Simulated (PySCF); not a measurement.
**Simulated absorption spectrum**

C4H5BS.
SMILES: `Bc1ccsc1`

Computed with TDDFT CAM-B3LYP/def2-SVPD, vertical, gas phase, core orbitals frozen in the response (PySCF). Geometry: PBE0-D3(BJ)/def2-SVP; no solvent, vibrations or thermal averaging.

Broadening: Gaussians 0.5 eV wide at half height, area fixed by f = 4.319×10⁻⁹ ∫ε dν̃. The width is an assumption, not a result. The curve ends short of the highest state used, and states not computed would add to its high-energy end.

```json
{"E (eV)": "4.10", "ε (L mol⁻¹ cm⁻¹)": "2"}
{"E (eV)": "4.18", "ε (L mol⁻¹ cm⁻¹)": "6"}
{"E (eV)": "4.25", "ε (L mol⁻¹ cm⁻¹)": "17"}
{"E (eV)": "4.33", "ε (L mol⁻¹ cm⁻¹)": "47"}
{"E (eV)": "4.41", "ε (L mol⁻¹ cm⁻¹)": "113"}
{"E (eV)": "4.48", "ε (L mol⁻¹ cm⁻¹)": "219"}
{"E (eV)": "4.56", "ε (L mol⁻¹ cm⁻¹)": "423"}
{"E (eV)": "4.63", "ε (L mol⁻¹ cm⁻¹)": "703"}
{"E (eV)": "4.71", "ε (L mol⁻¹ cm⁻¹)": "1199"}
{"E (eV)": "4.78", "ε (L mol⁻¹ cm⁻¹)": "1883"}
{"E (eV)": "4.86", "ε (L mol⁻¹ cm⁻¹)": "3121"}
{"E (eV)": "4.94", "ε (L mol⁻¹ cm⁻¹)": "5021"}
{"E (eV)": "5.01", "ε (L mol⁻¹ cm⁻¹)": "7228"}
{"E (eV)": "5.09", "ε (L mol⁻¹ cm⁻¹)": "10039"}
{"E (eV)": "5.16", "ε (L mol⁻¹ cm⁻¹)": "12181"}
{"E (eV)": "5.24", "ε (L mol⁻¹ cm⁻¹)": "13482"}
{"E (eV)": "5.32", "ε (L mol⁻¹ cm⁻¹)": "13045"}
{"E (eV)": "5.39", "ε (L mol⁻¹ cm⁻¹)": "11319"}
{"E (eV)": "5.47", "ε (L mol⁻¹ cm⁻¹)": "8450"}
{"E (eV)": "5.54", "ε (L mol⁻¹ cm⁻¹)": "5848"}
{"E (eV)": "5.62", "ε (L mol⁻¹ cm⁻¹)": "3413"}
{"E (eV)": "5.69", "ε (L mol⁻¹ cm⁻¹)": "2003"}
{"E (eV)": "5.77", "ε (L mol⁻¹ cm⁻¹)": "1236"}
{"E (eV)": "5.85", "ε (L mol⁻¹ cm⁻¹)": "1302"}
{"E (eV)": "5.92", "ε (L mol⁻¹ cm⁻¹)": "2057"}
{"E (eV)": "6.00", "ε (L mol⁻¹ cm⁻¹)": "3832"}
{"E (eV)": "6.07", "ε (L mol⁻¹ cm⁻¹)": "6247"}
{"E (eV)": "6.15", "ε (L mol⁻¹ cm⁻¹)": "9815"}
{"E (eV)": "6.23", "ε (L mol⁻¹ cm⁻¹)": "13636"}
{"E (eV)": "6.30", "ε (L mol⁻¹ cm⁻¹)": "16445"}
{"E (eV)": "6.38", "ε (L mol⁻¹ cm⁻¹)": "18262"}
{"E (eV)": "6.45", "ε (L mol⁻¹ cm⁻¹)": "18331"}
{"E (eV)": "6.53", "ε (L mol⁻¹ cm⁻¹)": "16855"}
{"E (eV)": "6.60", "ε (L mol⁻¹ cm⁻¹)": "14651"}
{"E (eV)": "6.68", "ε (L mol⁻¹ cm⁻¹)": "11672"}
{"E (eV)": "6.76", "ε (L mol⁻¹ cm⁻¹)": "8674"}
```

Question: Locate the maxima and give the states behind the curve.

Answer: 236 nm (5.26 eV), ε about 14000, made up of S2 (99%); 193 nm (6.42 eV), ε about 18000, made up of S5 (83%) and S7 (16%) (ε in L mol⁻¹ cm⁻¹; maxima over ε = 5, shares over 10%). The states used: S1 4.85 eV (f 0.018); S2 5.27 eV (f 0.248); S3 5.68 eV (f 0.0005); S4 6.03 eV (f 0.0046); S5 6.37 eV (f 0.291); S6 6.46 eV (f 0.0033); S7 6.67 eV (f 0.113); S8 6.68 eV (f 0.0022); S9 6.95 eV (f 0.0001); S10 7.36 eV (f 0.0026).

Question: Does any computed singlet lie in the visible range?

Answer: No computed singlet lies in the visible range (380 to 750 nm); the lowest, at 255 nm, stands 1.59 eV above its violet end (3.26 eV).

Question: On this curve, what absorbance would a 10⁻⁵ mol/L sample give at 280 nm over a 1 cm path?

Answer: 280 nm is 4.428 eV, where ε is about 130 L mol⁻¹ cm⁻¹, so A = ε c l ≈ 0.0013 (Beer–Lambert, with the gas-phase spectrum and the assumed width).

Question: What would ε be at 6.42 eV, the highest of these maxima, with half the width (0.25 eV)?

Answer: About 28900 L mol⁻¹ cm⁻¹ against 18500, a factor of about 1.6; a lone state at its own centre would give exactly 2.

All these states lie below the vertical ionisation energy of 9.22 eV (ΔSCF).

Time: 61 s wall, 53 s CPU. Hardware: an x86-64 server with one thread, no GPU, shared host.
